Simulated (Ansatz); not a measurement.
def2 core potentials replace the inner electrons of Te.

Cartesian coordinates (Å):
```xyz
13

C     -0.0085     1.0899    -0.4696
C     -0.1401    -0.4151    -0.3021
C     -1.5154    -0.8713     0.1695
Te     1.3619    -1.1462     1.1467
O      2.8787    -0.0092     0.4330
H     -0.2907     1.6204     0.4548
H     -0.6707     1.4421    -1.2806
H      1.0241     1.3667    -0.7291
H      0.1240    -0.9222    -1.2418
H     -1.7864    -0.4046     1.1306
H     -2.2833    -0.5824    -0.5692
H     -1.5752    -1.9658     0.2890
H      2.8815     0.7977     0.9689
```
Charge 0, spin multiplicity 1.

Problem. Give the LUMO, total energy, HOMO–LUMO gap, dipole moment and HOMO at the level Ansatz (a first-principles code) with CAM-B3LYP-D3(BJ)/def2-TZVP // B3LYP-D3(BJ)/def2-SVP.

Solution. 
```yaml
LUMO: -0.54 eV
total_energy: -462.3588 Ha
HOMO–LUMO gap: 6.71 eV
dipole_moment: 2.32 D
HOMO: -7.26 eV
```
